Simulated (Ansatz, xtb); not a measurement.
Relative energy of two isomers of C5H7BClN

We compare a, `[BH3-][n+]1ccccc1Cl`, a singlet, with b, `[BH3-][n+]1ccc(Cl)cc1`, a singlet. Both are isolated molecules in the gas phase, relaxed with r2SCAN-D4/def2-SVP.

a (Å):

```yaml
atoms:
  - { symbol: C, position_ang: [-1.3992, -0.1405, 0.6478] }
  - { symbol: C, position_ang: [-1.6377, -1.2141, -0.1966] }
  - { symbol: C, position_ang: [-1.2582, -1.1169, -1.5387] }
  - { symbol: C, position_ang: [-0.6540, 0.0568, -1.9778] }
  - { symbol: C, position_ang: [-0.4476, 1.0952, -1.0649] }
  - { symbol: B, position_ang: [-0.5778, 2.1957, 1.2866] }
  - { symbol: Cl, position_ang: [0.2961, 2.5412, -1.6025] }
  - { symbol: N, position_ang: [-0.8118, 1.0072, 0.2324] }
  - { symbol: H, position_ang: [-1.1807, 3.1674, 0.8481] }
  - { symbol: H, position_ang: [0.6286, 2.4063, 1.3045] }
  - { symbol: H, position_ang: [-1.0188, 1.7833, 2.3471] }
  - { symbol: H, position_ang: [-1.6686, -0.1467, 1.7051] }
  - { symbol: H, position_ang: [-2.1155, -2.1119, 0.2005] }
  - { symbol: H, position_ang: [-1.4293, -1.9418, -2.2353] }
  - { symbol: H, position_ang: [-0.3349, 0.1953, -3.0118] }
```

b (Å):

```xyz
15

C    -1.2033   -0.3298    0.5400
C    -0.7251   -1.2934   -0.3378
C    -0.1952   -0.8730   -1.5618
C    -0.1622    0.4923   -1.8615
C    -0.6625    1.3861   -0.9239
B    -1.6756    2.0624    1.3341
Cl    0.4058   -2.0282   -2.6935
N    -1.1701    0.9876    0.2589
H    -2.0490    3.0388    0.7002
H    -0.6902    2.3143    2.0240
H    -2.5561    1.5160    1.9832
H    -1.6346   -0.5883    1.5097
H    -0.7694   -2.3518   -0.0759
H     0.2404    0.8521   -2.8098
H    -0.6722    2.4649   -1.0951
```

Quicker runs give these differences E(b) − E(a): GFN2-xTB −9.7 kJ/mol; HF/STO-3G −21.4 kJ/mol (at GFN2-xTB geometries); r2SCAN-D4/def2-SVP//GFN2-xTB −8.8 kJ/mol.

Q: Estimate E(b) − E(a) at the level CCSD(T)/def2-SVP + ΔMP2/def2-TZVPP.

A: Calculated at CCSD(T)/def2-SVP + ΔMP2/def2-TZVPP: E(b) − E(a) = −12.0 kJ/mol, so structure b lies lower.

How the difference moves with the method:

```
                             level            geometry  E(b) − E(a) (kJ/mol)  departure from the last row (kJ/mol)  job, with rough time for the two
                          GFN2-xTB            GFN2-xTB                    −9.7                                  +2.3              optimisation, 0.15 s
                         HF/STO-3G            GFN2-xTB                   −21.4                                  −9.4              single point, 0.46 s
      r2SCAN-D4/def2-SVP//GFN2-xTB            GFN2-xTB                    −8.8                                  +3.1               single point, 4.7 s
                r2SCAN-D4/def2-SVP  r2SCAN-D4/def2-SVP                    −9.1                                  +2.9                optimisation, 40 s
                       HF/def2-SVP  r2SCAN-D4/def2-SVP                   −21.3                                  −9.4           part of the CCSD(T) run
                      MP2/def2-SVP  r2SCAN-D4/def2-SVP                   −11.3                                  +0.7           part of the CCSD(T) run
                  CCSD(T)/def2-SVP  r2SCAN-D4/def2-SVP                   −12.4                                  −0.4                      single point
CCSD(T)/def2-SVP + ΔMP2/def2-TZVPP  r2SCAN-D4/def2-SVP                   −12.0                                                   single point, 1.9 min
```

As drawn, both hold the same kinds of bond in the same numbers.

The levels shown agree on the order. The largest departure from CCSD(T)/def2-SVP + ΔMP2/def2-TZVPP is that of HF/STO-3G, 9.4 kJ/mol. The last row adds to CCSD(T) the change of the MP2 difference between the two basis sets, here +0.4 kJ/mol.

With thermal terms from frequencies at re-optimised GFN2-xTB minima (ideal gas, soft modes damped towards free rotors, one conformer each, 298.15 K, 1 atm): the zero-point term adds −0.7 kJ/mol; ΔH is −11.8 and ΔG −14.8 kJ/mol.

The correlated steps freeze 12 core orbitals. Programs: Ansatz 0.2.0, xtb 6.7.1; the last row on 4 threads of Arm Neoverse V1 on a shared host.
